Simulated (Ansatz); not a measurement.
The cluster BeBr₂⁺, relaxed as a quartet with UKS PBE0-D4/def2-TZVP in Ansatz, starting from the PBE0-D4/def2-TZVP geometry of the charge +1 doublet. Force threshold 0.02 eV/Å.

The relaxation made no stability test and no search for a lower SCF solution. At PBE0-D4/def2-TZVP a doublet of charge 1 lies 4.32 eV below the quartet, each at its own geometry. The structure comes from a short search, and lower isomers may exist.

Start:

```xyz
3

Be    0.000   -0.001    0.000
Br   -0.897    0.165   -1.758
Br    0.897   -0.164    1.758
```

```csv
step,energy (eV),largest force component (eV/Å),SCF passes
1,-140463.9171,1.869,165
2,-140464.1422,0.696,54
3,-140464.1910,0.112,146
4,-140464.4086,1.727,49
5,-140465.0116,0.609,35
6,-140465.2126,0.281,31
7,-140465.2923,0.283,33
8,-140465.3912,0.354,31
9,-140465.4817,0.249,26
10,-140465.5045,0.127,30
11,-140465.5115,0.021,26
12,-140465.5119,0.000,22
```

Force components are those of the run's own axes.

End:

```xyz
3

Be    0.577   -0.690   -0.359
Br   -1.117    0.497   -1.444
Br    0.539    0.193    1.803
```

By distances, no bond broke or formed. The bond that changes most is Be1–Br2, from 1.98 to 2.34 Å (atoms count from 1).

No frequencies were taken in this run, so the end may be a saddle point.

It took 16 s on 4 threads of AMD EPYC 9B45 on a shared host.
